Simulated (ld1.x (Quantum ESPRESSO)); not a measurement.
# u(r) = r·R(r): atom against pseudo-atom (Mo (Z = 42))

Columns: radius, all-electron u(r) and pseudo u(r) of the 4d shell (level -5.22 eV) of molybdenum in the configuration [Kr] 4d5 5s0 5p1; PBE, non-relativistic, TM scheme, ld1.x (Quantum ESPRESSO) 7.5.

```csv
r (bohr),all-electron,pseudo
0.168,0.2700,-0.0089
0.335,0.3121,-0.0646
0.503,0.0434,-0.1877
0.670,-0.2624,-0.3578
0.838,-0.5011,-0.5317
1.005,-0.6526,-0.6645
1.172,-0.7308,-0.7390
1.340,-0.7562,-0.7615
1.508,-0.7472,-0.7491
1.675,-0.7176,-0.7179
1.842,-0.6769,-0.6770
2.010,-0.6307,-0.6307
2.178,-0.5829,-0.5829
2.345,-0.5360,-0.5360
2.512,-0.4910,-0.4910
2.680,-0.4483,-0.4483
2.848,-0.4085,-0.4085
3.015,-0.3719,-0.3719
3.182,-0.3382,-0.3382
3.350,-0.3072,-0.3072
3.518,-0.2788,-0.2788
3.685,-0.2531,-0.2531
3.852,-0.2297,-0.2297
4.020,-0.2083,-0.2083
4.188,-0.1889,-0.1889
4.355,-0.1713,-0.1713
```

**Question.** How many radial nodes do the two functions have?

**Answer.** The all-electron 4d function has n − l − 1 = 1; the pseudo-wave has 0, since the states of the same l below it are removed with the core.

**Question.** At about which radius was the pseudo-wave matched?

**Answer.** 1.95 bohr. The columns agree to 0.0005 from 1.68 bohr on; several derivatives are matched, so the curves merge somewhat inside the radius.

**Question.** Is the pseudo-wave norm-conserving?

**Answer.** Yes: the TM scheme keeps the norm inside the radius equal to the all-electron one, which fixes the energy derivative of the logarithmic derivative at the level.
